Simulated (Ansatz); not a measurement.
The same path of FHInS (4 atoms, charge -1, multiplicity 1) was run 3 times with different band settings. Lost on the way: In2–H4. Made: S3–H4.

Computed with RKS PBE0-D4/def2-SVP (Ansatz).

Relaxed end points:

```xyz
4
Properties=species:S:1:pos:R:3
F -1.676 -0.017 0.875
In 0.099 0.046 -0.093
S 1.765 -1.424 0.402
H -0.188 1.395 -1.184
```

```xyz
4
Properties=species:S:1:pos:R:3
F -1.745 -0.653 1.491
In -1.115 0.620 0.016
S 1.303 -0.439 -0.270
H 1.556 0.473 -1.237
```

Common settings: movable images 5; start path through a guess of the saddle point; force threshold 0.05 eV/Å; iteration limit 60; end points relaxed.

| run | climbing image | spring | optimiser |
| --- | --- | --- | --- |
| 1 | yes | 5.0 eV/Å² | quadratic models (default) |
| 2 | from the first iteration | 5.0 eV/Å² | fire |
| 3 | yes | 50.0 eV/Å² | quadratic models (default) |

Task: What does each run give, and how far can it be trusted?

Result: Run 1: converged after 6 iterations, highest image 1.997 eV above the first end. Neighbouring images differ by up to 1.3 eV, so the band resolves the path poorly. A vibrational analysis at the climbing image gives one clearly imaginary mode, 1069i cm⁻¹: a first-order saddle point.
Run 2: converged after 40 iterations, highest image 1.998 eV above the first end. Neighbouring images differ by up to 1.4 eV, so the band resolves the path poorly. Another band between the same ends (5 images) ends at a top of the same energy, where a vibrational analysis finds 1 clearly imaginary mode.
Run 3: converged after 7 iterations, highest image 1.997 eV above the first end. Neighbouring images differ by up to 1.3 eV, so the band resolves the path poorly. Another band between the same ends (5 images) ends at a top of the same energy, where a vibrational analysis finds 1 clearly imaginary mode.
The orbitals stay closed-shell, which can raise the energy where a bond breaks towards radicals; this wasn't checked here. Limits of this set-up: an anion without diffuse functions, the dipole of an ion depends on the origin.
